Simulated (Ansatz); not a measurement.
`N[SiH]([SiH3])O[SiH3]` + H₂O → `O[SiH]([SiH3])O[SiH3]` + NH₃  (formal hydrolysis of the Si–N bond)

Computed with Ansatz on PBE0-D4/def2-TZVP structures; ΔE is electronic, products minus reactants. CBS: MP2 limit from def2 TZ/QZ plus the TZ coupled-cluster correction, frozen cores. This one scheme is used for every species. Functionals use def2-TZVPP. B3LYP here is the variant with VWN-RPA as its local correlation; programs differ in this. One conformer a species, not always the lowest.

```csv
level,ΔE (kJ/mol),difference from CCSD(T)/CBS
PBE-D4,-38.1,0.9
B3LYP-D4,-41.0,-2.0
PBE,-40.2,-1.2
PBE0,-39.4,-0.4
B3LYP,-44.2,-5.2
MP2/def2-TZVPP,-39.6,-0.6
SCS-MP2/def2-TZVPP,-41.8,-2.8
MP2/def2-QZVPP,-38.6,0.4
HF/CBS(def2),-47.4,-8.4
MP2/CBS(def2),-37.7,1.3
CCSD(T)/CBS,-39.0,0
```

Largest T1 diagnostic among the species: 0.013.

In def2-TZVPP, CCSD(T) changes the Hartree–Fock value by +6.2 kJ/mol (the triples alone add +0.5 kJ/mol) and MP2 by +7.5 kJ/mol. The D4 term adds +3.2 kJ/mol with B3LYP and +1.9 kJ/mol with PBE0; it sums over pairs of atoms, weighted by their polarisabilities, and B3LYP, whose exchange is more repulsive, gets the larger term.
